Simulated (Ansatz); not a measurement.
Z-matrix (Å, degrees):
```
Si
H 1 1.4991
Si 1 2.1946 2 99.79
O 3 1.6409 1 122.95 2 -161.82
H 4 0.9620 3 117.86 1 -156.09
H 3 1.4937 4 108.41 5 1.50
Si 1 2.3373 2 111.34 3 -112.37
H 7 1.4869 1 108.24 2 152.39
H 7 1.4878 8 109.00 1 124.54
H 7 1.4883 8 107.93 9 116.41
```
Charge 0, spin multiplicity 1.

Calculation: Ansatz (an electronic-structure program) with frozen-core CCSD(T)/cc-pVTZ // r2SCAN-D4/def2-TZVP. The restricted HF reference is unstable towards unrestricted orbitals.

```
Quantity                       Result
----------------------  -------------
HF energy               -945.19652 Ha
MP2 correlation energy    -0.60851 Ha
```

Estimate the CCSD correlation energy, the (T) correction, the total energy and the T1 diagnostic.


- CCSD correlation energy = -0.66088 Ha
- (T) correction = -0.02836 Ha
- CCSD(T) total energy = -945.88576 Ha
- T1 diagnostic = 0.017
